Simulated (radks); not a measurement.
The numbers below are computed, except where a source is named.
All-electron atom: Ta I in [Xe] 4f14 5d3 6s2. Level of theory: scalar-relativistic Kohn-Sham, PBE, spin-polarised, spherical densities, point nucleus; open shells are filled with parallel spins first (spin-orbit coupling, left out, can overturn this in heavy ions) (a radial shooting solver on a logarithmic mesh with Libxc functionals).

Normalised radial functions P(r) = r R(r), r in bohr:

r         4f down    5d up
0.000689   0.0000   0.0000
0.001096   0.0000   0.0000
0.001743   0.0000   0.0000
0.00275    0.0000   0.0001
0.004373   0.0000   0.0002
0.006956   0.0000   0.0007
0.01106    0.0001   0.0025
0.01745    0.0006   0.0081
0.02776    0.0030   0.0244
0.04415    0.0143   0.0647
0.07021    0.0599   0.1373
0.1108     0.2028   0.1975
0.1762     0.5414   0.1103
0.2802     1.0232  -0.1740
0.4457     1.2714  -0.2842
0.7031     1.0169   0.0899
1.118      0.5311   0.5801
1.779      0.1742   0.6991
2.829      0.0326   0.4802
4.463      0.0029   0.2065
7.098      0.0001   0.0472
11.29      0.0000   0.0042

4f down: eigenvalue -24.300 eV, 0 radial nodes, <r> = 0.637 bohr, 90 % of the charge inside 1.07 bohr. 5d up: eigenvalue -4.205 eV, 2 radial nodes at r = 0.215, 0.650 bohr, <r> = 2.22 bohr, 90 % of the charge inside 3.59 bohr.
